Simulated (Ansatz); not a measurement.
`F[SiH2]BC[SiH3]` + `[SiH3]P` → `F[SiH2]P[SiH3]` + `BC[SiH3]`  (cleavage of the Si–B bond)

Calculated with Ansatz (gas phase, PBE0-D4/def2-TZVP geometries, no zero-point term in ΔE). CBS: MP2 limit from def2 TZ/QZ plus the TZ coupled-cluster correction, frozen cores. This one scheme is used for every species. Functionals use def2-TZVPP. B3LYP here is the variant with VWN-RPA as its local correlation; programs differ in this. Each species was taken in one conformer, which may not be the lowest.

**Question.** Is it downhill or uphill in electronic energy at CCSD(T)/CBS, and by how much? (An estimate is asked.)

**Answer.** The calculation gave: Downhill: ΔE = -0.48 eV.

**Question.** What do these levels give: PBE-D4, PBE0-D4, B3LYP-D4, PBE, r2SCAN, PBE0, HF/def2-TZVPP, MP2/def2-TZVPP, SCS-MP2/def2-TZVPP, HF/def2-QZVPP, HF/CBS(def2), CCSD/CBS(def2)? (Best estimate.)

**Answer.** The calculation gave: PBE-D4 -0.43, PBE0-D4 -0.46, B3LYP-D4 -0.45, PBE -0.42, r2SCAN -0.48, PBE0 -0.45, HF/def2-TZVPP -0.47, MP2/def2-TZVPP -0.53, SCS-MP2/def2-TZVPP -0.50, HF/def2-QZVPP -0.47, HF/CBS(def2) -0.47, CCSD/CBS(def2) -0.47 eV.

Largest T1 diagnostic among the species: 0.013.

From PBE to PBE0 (25 % exact exchange), in def2-TZVPP and without D4, ΔE moves by −0.03 eV.
